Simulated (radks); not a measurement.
Values are calculated unless marked as measured or tabulated.
Coulomb parameter of the 4d shell of the cadmium ion Cd3+ in the model configuration [Kr] 4d8 5p1, as a second difference U = [E(n + 0.5) + E(n - 0.5) - 2 E(n)] / (0.5)^2 with all orbitals relaxed. "Bare": the charge of the atom changes with n. "Screened": the 5p shell takes up the change at fixed total charge, which measures U(4d,4d) + U(5p,5p) - 2 U(4d,5p). Code: a radial shooting solver on a logarithmic mesh with Libxc functionals. Model: scalar-relativistic Kohn-Sham, PBE, spin-unpolarised, spherical densities, finite nucleus; Fermi nuclear charge, rms radius 4.6087 fm.

case              configuration  E - E(n) (eV)
start              [Kr] 4d8 5p1          0.000
bare +0.5        [Kr] 4d8.5 5p1        -23.850
bare -0.5        [Kr] 4d7.5 5p1         27.923
screened +0.5  [Kr] 4d8.5 5p0.5        -12.151
screened -0.5  [Kr] 4d7.5 5p1.5         13.088

U(bare) = 16.292 eV, U(screened by 5p) = 3.746 eV, against the Slater integral F0(4d,4d) = 21.165 eV with frozen orbitals.
